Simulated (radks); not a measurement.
Task: The mean radii <r> (bohr) of the occupied orbitals of an atom or ion are listed with their occupations. Method: Dirac Kohn-Sham, PW91, spin-unpolarised, spherical densities, finite nucleus; Fermi nuclear charge, rms radius of each element as measured or else 0.836 A^(1/3) + 0.57 fm; computed with a radial shooting solver on a logarithmic mesh with Libxc functionals.

orbital  occ.      <r>
1s1/2       2  0.03517
2s1/2       2   0.1534
2p1/2       2   0.1307
2p3/2       4   0.1353
3s1/2       2   0.4287
3p1/2       2   0.4233
3p3/2       4   0.4339
3d3/2       4   0.4132
3d5/2       6   0.4167
4s1/2       2    1.108
4p1/2       2    1.218
4p3/2       4    1.249
4d3/2       4    1.883
4d5/2       1    1.906

Name the element and its charge. Open shells, if any, fill j = l - 1/2 first.

Result: Z = 42, molybdenum, charge +1: Mo+ in [Kr] 4d5. The 1s radius gives Z: for a bare nucleus <r> = (2 gamma + 1)/(2Z) with gamma = sqrt(1 - (Z/c)^2), 0.03457 bohr for Z = 42, and screening makes it slightly larger (0.03517 here). The occupations add up to 41, and the charge is Z minus that.
